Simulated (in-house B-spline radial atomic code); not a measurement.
**Ionising Tl IX (Tl8+) with different functionals**

Computed with a radial B-spline atomic code at the basis-set limit: four-component Dirac-Coulomb Hamiltonian, Fermi nucleus of rms radius 5.4759 fm, spin-restricted, spherical fractional occupations for the functionals. The ionisation energy is the difference of two self-consistent energies, [Xe] 4f14 5d5 → [Xe] 4f14 5d4, without Breit or QED terms; ε is the level of the shell that loses the electron (mean over j). The electron is taken from both j subshells in proportion to 2j + 1, so the result is a j average, not the step between ground levels.

Hybrids are left out here: with spherical fractional occupations of an open shell their exact exchange keeps a self-interaction that integer-occupation calculations don't have.

```
           method  rung  ΔSCF (eV)  -ε(5d) (eV)
         LDA VWN5   LDA     137.62       128.26
 relativistic LDA   LDA     137.61       128.25
         LDA PW92   LDA     137.61       128.25
LDA exchange-only   LDA     135.71       126.36
              PBE   GGA     137.30       127.95
           PBEsol   GGA     137.33       127.98
             BLYP   GGA     137.10       127.75
             RPBE   GGA     137.23       127.88
             PW91   GGA     137.40       128.04
             BP86   GGA     137.39       128.04
             AM05   GGA     137.38       128.02
             OLYP   GGA     137.74       128.37
```

Question: How do they compare with the NIST value?

Answer: NIST lists 135 eV ± 2.2 (tabulated theory, ground level to ground level). Errors run from +0.71 to +2.74 eV; all lie within about twice that uncertainty, so the table can't rank the methods.
